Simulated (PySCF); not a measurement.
C₄H₇BrO.
Atom-mapped SMILES: `[CH3:1][C:2](=[O:3])[CH2:4][CH2:5][Br:6]` (hydrogens: H7, H8, H9 on C1; H10, H11 on C4; H12, H13 on C5)

Computed, not measured: PBE0-D3(BJ)/def2-SVP geometry optimisation, gas phase in PySCF 2.14.0.

Q: List the bond lengths, angles and torsions at this level.

A: 
| bond | length (pm) | order |
| --- | --- | --- |
| C1–C2 | 150.7 | single |
| C2=O3 | 120.8 | double |
| C2–C4 | 151.7 | single |
| C4–C5 | 151.0 | single |
| C5–Br6 | 194.2 | single |
| C1–H7, C1–H8, C1–H9 | 110.0 | single |
| C4–H10, C4–H11 | 110.4 | single |
| C5–H12, C5–H13 | 109.6 | single |

Bonds in one row agree within 1 pm and their mean is given. Orders are formal, as drawn. A selection of angles:
| angle | degrees |
| --- | --- |
| C2–C1–H7 | 109.7 |
| H7–C1–H8 | 109.7 |
| H8–C1–H9 | 106.9 |
| C1–C2–O3 | 122.3 |
| C1–C2–C4 | 116.5 |
| O3–C2–C4 | 121.2 |
| C2–C4–C5 | 111.8 |
| C2–C4–H10 | 108.8 |
| C5–C4–H10 | 111.0 |
| H10–C4–H11 | 105.2 |
| C4–C5–Br6 | 111.4 |
| C4–C5–H12 | 111.7 |
| Br6–C5–H12 | 106.9 |
| H12–C5–H13 | 108.1 |

Dihedral angles: C1–C2–C4–C5 180° (antiperiplanar); C2–C4–C5–Br6 180° (antiperiplanar).

Of the pairs four or more bonds apart, O3···H13 is among the closest relative to their van der Waals radii: 2.71 Å, 100 % of the sum of Bondi's values. The 6 heavy atoms lie in one plane (0.004 Å rms).

Point group: Cs (tolerance 0.08 Å). Whether it is a minimum is left open (no frequencies). The numbers are those of one conformer.
